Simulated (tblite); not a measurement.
C₆H₈NO (doublet state).
Structure used (GFN2-xTB), in Å, numbered top down from 1:
```xyz
16
C6H8NO angstrom
C      2.442    0.376    0.341
C      1.387   -0.656   -0.007
O      1.682   -1.827   -0.247
C      0.035   -0.198   -0.042
C     -0.503    1.072    0.194
C     -1.868    1.012    0.037
N     -2.251   -0.244   -0.292
C     -1.110   -1.115   -0.373
H      2.250    0.789    1.328
H      2.425    1.187   -0.384
H      3.421   -0.093    0.333
H      0.048    1.954    0.455
H     -2.590    1.800    0.142
H     -3.194   -0.541   -0.459
H     -1.002   -1.556   -1.373
H     -1.181   -1.951    0.336
```

Computed values, GFN2-xTB/tblite, gas phase, harmonic and unscaled. Errors from tens to a few hundred cm⁻¹ against measured bands are possible. One conformer, not necessarily the lowest. Open shells enter through the occupations alone, without spin polarisation, and single modes of such species can be off by tens of per cent.

Harmonic wavenumbers (cm⁻¹): 90.4, 108.6, 123.4, 152.0, 173.1, 343.1, 355.7, 501.8, 507.9, 567.9, 608.2, 763.9, 794.8, 819.8, 862.3, 919.9, 972.1, 988.3, 1035.3, 1053.1, 1082.6, 1108.0, 1134.5, 1216.0, 1238.5, 1309.1, 1368.6, 1387.7, 1437.8, 1459.0, 1466.7, 1472.7, 1495.5, 1626.3, 2854.0, 2904.7, 3023.9, 3027.9, 3059.8, 3143.1, 3171.5, 3510.0.

A = 4603, B = 1538, C = 1169 MHz; mass 110.061 u (most abundant isotopes); point group Cs, symmetry number 1; spin multiplicity 2.

Question: Zero-point energy?

Answer: Half the sum of the wavenumbers: 27620 cm⁻¹ = 330.40 kJ/mol.

Question: Give the ideal-gas entropy at 298.15 K and 1 bar in the rigid-rotor, harmonic-oscillator model (classical rotation).

Answer: Translation 167.49, rotation 117.38, vibration 89.14, spin (R ln 2) 5.76: S = 379.8 J/(mol K).

Question: And Cp and H(298.15 K) − H(0)?

Answer: Cp = 133.12 J/(mol K), of which vibrations give 99.86 (their classical limit is 42 R = 349.2); H(298.15 K) − H(0) = 24.52 kJ/mol without the zero-point energy, 14.60 from vibrations.

Question: How do the functions run with temperature in this model?

Answer: 
```tsv
T (K)	S (J/(mol K))	Cp (J/(mol K))	H − H(0) (kJ/mol)	G − H(0) (kJ/mol)	ln q(vib)
150	308.1	83.0	8.64	-37.57	1.92
250	357.9	115.7	18.53	-70.94	3.88
400	424.0	169.1	39.94	-129.66	6.86
600	503.9	225.0	79.72	-222.60	10.87
900	605.9	277.2	155.75	-389.57	16.69
```

q(vib) and H(0) count from the zero-point level.

Question: Which modes carry the vibrational entropy at 298.15 K?

Answer: 90.4 cm⁻¹: 15.28; 108.6 cm⁻¹: 13.78; 123.4 cm⁻¹: 12.75; 152.0 cm⁻¹: 11.08; 173.1 cm⁻¹: 10.05; 343.1 cm⁻¹: 5.01 J/(mol K); the other 36 give 21.20 together.

Hindered rotation and anharmonicity are outside this model. Other conformers, if any are populated, would add a mixing term that is left out.
